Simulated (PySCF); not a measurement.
methyl(prop-2-ynyl)silane (C4H8Si), SMILES C(C[SiH2]C)#C. Coordinates come from a PBE-D3(BJ)/def2-SVP optimisation. Other conformers were not sampled.

Q: Give the equilibrium geometry at PBE-D3(BJ)/def2-SVP (PySCF confirms it by a frequency run) as bond lengths and angles, and its point group. (The exact figures need the calculation; the answer reports its results.)

A: This is not unique; one that fits is point group Cs.
Atoms: C1 C2 C3 Si4 C5 H6 H7 H8 H9 H10 H11 H12 H13. Bond lengths (Å): C1–C2 1.224, C1–H6 1.080, C2–C3 1.452, C3–Si4 1.918, C3–H7 1.113, C3–H8 1.113, Si4–C5 1.890, Si4–H9 1.504, Si4–H10 1.504, C5–H11 1.109, C5–H12 1.109, C5–H13 1.109. Angles (°): C2–C1–H6 179.3, C1–C2–C3 177.4, C2–C3–Si4 112.0, C2–C3–H7 110.9, C2–C3–H8 110.9, Si4–C3–H7 108.2, Si4–C3–H8 108.2, H7–C3–H8 106.4, C3–Si4–C5 110.0, C3–Si4–H9 108.4, C3–Si4–H10 108.4, C5–Si4–H9 110.6, C5–Si4–H10 110.6, H9–Si4–H10 108.8, Si4–C5–H11 111.0, Si4–C5–H12 110.8, Si4–C5–H13 111.0, H11–C5–H12 107.9, H11–C5–H13 108.1, H12–C5–H13 107.9.
